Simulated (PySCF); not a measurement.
Isomers of C3H11NOSi4, mass 188.992 u with the commonest isotopes. Method used: PBE0/pcSseg-1 in PySCF (dipole) on a GFN2-xTB geometry, gas phase. One conformer each, none proved a minimum here; rigid rotors.

Task: Order these by dipole moment, smallest first.
A. `[CH:1]#[C:2][C@@H:3]1[SiH2:4][NH:5][Si@H:6]([O:7][SiH3:8])[SiH2:9]1` with N5–Si6–O7–Si8 -50°, C2–C3–Si4–N5 -160°, C3–Si4–N5–Si6 22°, Si4–N5–Si6–O7 116°, N5–Si6–Si9–C3 -17°
B. `[CH3:1][O:2][Si:3]1([CH2:4][C:5]#[N:6])[SiH2:7][SiH2:8][SiH2:9]1` with C1–O2–Si3–C4 -68°, O2–Si3–C4–C5 60°
C. `[CH3:1][O:2][Si@@:3]1([C:4]#[N:5])[SiH2:6][SiH2:7][Si@H:8]1[CH3:9]` with C1–O2–Si3–C4 57°

Result: A (1.07 D), B (2.54 D), C (3.88 D).

Task: Order these by out-of-plane moment Σ m c² = (Ia + Ib − Ic)/2, largest first.
A. `[CH:1]#[C:2][C@@H:3]1[SiH2:4][NH:5][Si@@H:6]([O:7][SiH3:8])[SiH2:9]1` with N5–Si6–O7–Si8 45°, C2–C3–Si4–N5 -90°, C3–Si4–N5–Si6 -18°, Si4–N5–Si6–O7 -117°, N5–Si6–Si9–C3 16°
B. `[CH3:1][O:2][Si@@:3]1([C:4]#[N:5])[SiH2:6][SiH2:7][Si@H:8]1[CH3:9]` with C1–O2–Si3–C4 57°
C. `[CH:1]#[C:2][C@@H:3]1[SiH2:4][NH:5][Si@H:6]([O:7][SiH3:8])[SiH2:9]1` with N5–Si6–O7–Si8 -50°, C2–C3–Si4–N5 -160°, C3–Si4–N5–Si6 22°, Si4–N5–Si6–O7 116°, N5–Si6–Si9–C3 -17°
D. `[CH3:1][O:2][Si:3]1([CH2:4][C:5]#[N:6])[SiH2:7][SiH2:8][SiH2:9]1` with C1–O2–Si3–C4 -68°, O2–Si3–C4–C5 60°

Result: B (191.23 u·Å²), D (167.82 u·Å²), C (126.68 u·Å²), A (95.90 u·Å²).

Task: Order these by rotational constant A, largest first.
A. `[CH:1]#[C:2][C@@H:3]1[SiH2:4][NH:5][Si@H:6]([O:7][SiH3:8])[SiH2:9]1` with N5–Si6–O7–Si8 -50°, C2–C3–Si4–N5 -160°, C3–Si4–N5–Si6 22°, Si4–N5–Si6–O7 116°, N5–Si6–Si9–C3 -17°
B. `[CH:1]#[C:2][C@@H:3]1[SiH2:4][NH:5][Si@@H:6]([O:7][SiH3:8])[SiH2:9]1` with N5–Si6–O7–Si8 45°, C2–C3–Si4–N5 -90°, C3–Si4–N5–Si6 -18°, Si4–N5–Si6–O7 -117°, N5–Si6–Si9–C3 16°
C. `[CH3:1][O:2][Si:3]1([CH2:4][C:5]#[N:6])[SiH2:7][SiH2:8][SiH2:9]1` with C1–O2–Si3–C4 -68°, O2–Si3–C4–C5 60°
D. `[CH3:1][O:2][Si@@:3]1([C:4]#[N:5])[SiH2:6][SiH2:7][Si@H:8]1[CH3:9]` with C1–O2–Si3–C4 57°

Result: B (1748 MHz), A (1537 MHz), C (1289 MHz), D (962.2 MHz).

```
                                  SMILES  point group  Ia (u·Å²)  Ib (u·Å²)  Ic (u·Å²)      κ  μa (D)  μb (D)  μc (D)
        CO[Si]1(CC#N)[SiH2][SiH2][SiH2]1           C1     392.21     934.45     991.01  -0.92    2.12    1.26    0.59
 C#C[C@@H]1[SiH2]N[Si@H](O[SiH3])[SiH2]1           C1     328.79    1057.67    1133.10  -0.94    0.79    0.72    0.05
C#C[C@@H]1[SiH2]N[Si@@H](O[SiH3])[SiH2]1           C1     289.05    1027.28    1124.52  -0.93    0.72    0.73    0.37
      CO[Si@@]1(C#N)[SiH2][SiH2][Si@H]1C           C1     525.22     772.12     914.87  -0.50    2.03    2.53    2.14
```
